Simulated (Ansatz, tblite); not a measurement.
Cost and result up the ladder for GeS₂⁻ (the lowest doublet isomer of a short search) (3 atoms). The state is a doublet with charge -1. Geometry: PBE0-D4/def2-TZVPD.

```xyz
3

Ge   -0.0404    0.0871   -0.5734
S     0.9400    1.6276    0.4758
S    -0.8996   -1.7148    0.0976
```

Ansatz on 4 threads of Arm Neoverse V1 on a shared host; xTB runs through tblite on one thread. Times are rough, summed over both states, and most runs start from the orbitals of an earlier one. No level here is sound enough to serve as a yardstick. The other state is a singlet.

The xTB rows come from tblite. Correlated methods freeze 19 core orbitals; core or outer-core shells of Ge are correlated, in sets that lack core-valence functions. The structure comes from a short search, and lower isomers may exist.

Run but left out: HF/def2-TZVPPD (neutral singlet: restricted singlet, unstable towards broken spin symmetry).

Correlated methods converge slowly with the basis.

Raw xTB energies of ions are shifted by several eV, and xTB has no spin-polarisation term.

```csv
level,functions,wall time,vertical IE (eV),remarks
GFN1-xTB,27,0.006 s,5.75,–
GFN2-xTB,27,0.006 s,7.20,–
PBE-D4/def2-TZVPD,146,2.9 s,2.76,restricted SCF unstable in HF (singlet)
PBE0-D4/def2-TZVPD,146,4.5 s,2.98,restricted SCF unstable in HF (singlet)
r2SCAN-D4/def2-TZVPD,146,7.4 s,2.95,restricted SCF unstable in HF (singlet)
CCSD(T)/def2-TZVPPD,156,20 s,2.73,"large T1 (0.023) (singlet), restricted SCF unstable (singlet)"
```
